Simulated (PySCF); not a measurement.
## NaGe⁺ at TPSS

Level: TPSS. Na def2-SVPD, Ge def2-SVPD; no relativity (PySCF 2.14).

For NaGe⁺, the state is ³Π (triplet), unpaired electrons σ ↑, π ↑. The bond length is 3.260 Å and the harmonic wavenumber is 112 cm⁻¹. The force constant is 0.130 mdyn/Å and the rotational constant Be is 0.09047 cm⁻¹. The anharmonicity ωexe is 0.729 cm⁻¹. The vibration–rotation constant αe is 0.000883 cm⁻¹, the well depth De to Na⁺ + Ge is 0.57 eV and the dissociation energy D0 is 0.57 eV. The bond order (Mayer) is 0.31. The dipole moment (positive dipole points towards Ge; it is taken about the centre of mass and depends on that origin) is -8.73 D.

Spin–orbit coupling is left out. For an ion De counts to the pair picked by the measured ionisation energies or electron affinities, which need not be the lowest pair at this level. The state is the lowest determinant that a PBE0 search found; another state may lie lower at other levels.
